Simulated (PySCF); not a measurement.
# Simulated absorption spectrum

C3H5F3S.
InChI=1S/C3H5F3S/c4-3(5,6)1-2-7/h7H,1-2H2

Level of theory: TDDFT PBE0/def2-SVPD, vertical, gas phase, core orbitals frozen in the response in PySCF 2.14.0, density-fitted response routines. One conformer (not necessarily the lowest) at the GFN2-xTB geometry, without solvent, vibrations or thermal averaging. Torsions of this conformer, `[F:1][C:2]([F:3])([F:4])[CH2:5][CH2:6][SH:7]`: F1–C2–C5–C6 180°, C2–C5–C6–S7 -179°, H–S7–C6–C5 -67°.

Broadening: Gaussians 0.3 eV wide at half height, area fixed by f = 4.319×10⁻⁹ ∫ε dν̃. The width is an assumption, not a result. The curve ends short of the highest state used, and states not computed would add to its high-energy end.

(λ (nm), ε (L mol⁻¹ cm⁻¹)): (163.1, 1845), (166.6, 2879), (170.0, 2070), (173.5, 1072), (176.9, 249), (180.4, 20), (183.9, 12), (187.3, 178), (190.8, 1083), (194.2, 2574), (197.7, 2762), (201.1, 1443), (204.6, 381), (208.1, 58), (211.5, 34), (215.0, 129), (218.4, 317), (221.9, 472), (225.4, 434), (228.8, 263), (232.3, 105), (235.7, 31), (239.2, 6), (242.6, 1)

Problem. Locate the maxima and give the states behind the curve.

Solution. 223 nm (5.56 eV), ε about 480, made up of S1 (100%); 196 nm (6.32 eV), ε about 3000, made up of S2 (100%); 166 nm (7.46 eV), ε about 2900, made up of S4 (22%) and S5 (68%) (ε in L mol⁻¹ cm⁻¹; maxima over ε = 5, shares over 10%). The states used: S1 5.56 eV (f 0.0054); S2 6.32 eV (f 0.033); S3 7.24 eV (f 0.014); S4 7.44 eV (f 0.0073); S5 7.50 eV (f 0.023); S6 8.20 eV (f 0.045).

Problem. What would ε be at 6.32 eV, the highest of these maxima, with half the width (0.15 eV)?

Solution. About 5900 L mol⁻¹ cm⁻¹ against 2950, a factor of about 2.00; a lone state at its own centre would give exactly 2.

Problem. Coming from long wavelengths, where does ε first pass 100 L mol⁻¹ cm⁻¹?

Solution. At about 232 nm (5.33 eV), 0.23 eV below S1.

Problem. On this curve, what absorbance would a 10⁻⁵ mol/L sample give at 193 nm over a 1 cm path?

Solution. 193 nm is 6.424 eV, where ε is about 2100 L mol⁻¹ cm⁻¹, so A = ε c l ≈ 0.021 (Beer–Lambert, with the gas-phase spectrum and the assumed width).

The run took 24 s of wall time (with the writing of density and orbital grids) on an Intel Xeon Platinum 8488C with one thread, on a shared host, and the process peaked at 0.79 GiB of memory.
